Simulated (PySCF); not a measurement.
## Electron correlation in P⁺ (phosphorus, charge +1)

[Ne] 3s2 3p2, high-spin 3P determinant. Calculation: PySCF 2.14, in x2c-TZVPPall; scalar relativity by spin-free X2C-1e. Frozen: 1s2; 12 electrons correlated.

```
  level  correlation energy (mhartree)
   CCSD                        -240.66
    (T)                          -3.88
CCSD(T)                        -244.54
```

Diagnostics: T1 = 0.0065, D1 = 0.0266, largest double amplitude 0.097.

Problem. Is a single reference adequate?

Solution. Mostly. T1 lies below 0.03, but a double amplitude of this size points to a near-degeneracy that CCSD handles and MP2 describes poorly.

This basis was not built for core-valence correlation, so the inner-shell part is incomplete.
